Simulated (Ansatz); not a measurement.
Several settings on one geometry of [Cu(NH3)3]+ (CuN3H9⁺) (that of the charge 1 singlet, PBE-D4/def2-SVP). Ansatz on 4 threads of Arm Neoverse V1 on a shared host; times are rough.

```xyz
13

Cu   -0.004   -0.003   -0.003
N     2.037   -0.008   -0.013
H     2.465   -0.945   -0.050
H     2.443    0.442    0.822
H     2.438    0.503   -0.814
N    -1.009    1.774   -0.003
H    -1.586    1.907    0.842
H    -1.665    1.866   -0.793
H    -0.407    2.610   -0.053
N    -1.029   -1.766    0.013
H    -2.055   -1.668   -0.009
H    -0.830   -2.337    0.849
H    -0.798   -2.373   -0.788
```

Totals from different functionals, basis sets or treatments of relativity can't be compared as stabilities.

The 6-31G sets use Cartesian d functions. LC-ωPBE has ω = 0.4 bohr⁻¹. Correlated methods freeze 12 core orbitals.

The spins typed aren't always the lowest for that charge.

Problem. Give the basis size and estimate the energy, ⟨S²⟩ and time of these runs.

```json
{"run": "1", "method": "UHF, ccsd/def2-mTZVPP", "charge": "1", "state": "singlet", "further keys": "electrons: outside_noble_gas; scf: {omitted_lower_state_checks: [starts]}"}
{"run": "2", "method": "RHF, rpa/def2-SVPD", "charge": "1", "state": "singlet", "further keys": "electrons: all; scf: {omitted_lower_state_checks: [starts]}"}
{"run": "3", "method": "UKS LC-ωPBE/6-31G*", "charge": "2", "state": "doublet", "further keys": "nuclear_model: gaussian; point_charges: [{charge: -1.00, position_ang: [7.233, 0.882, -0.440]}]; scf: {omitted_lower_state_checks: [starts]}; forces asked"}
```

Solution. 
```csv
run,functions,energy (Eh),⟨S²⟩,wall time
1,150,-1808.4136,0.00,56 s
2,166,-1808.1821,–,3.8 s
3,99,-1809.1850,0.75,11 s
```
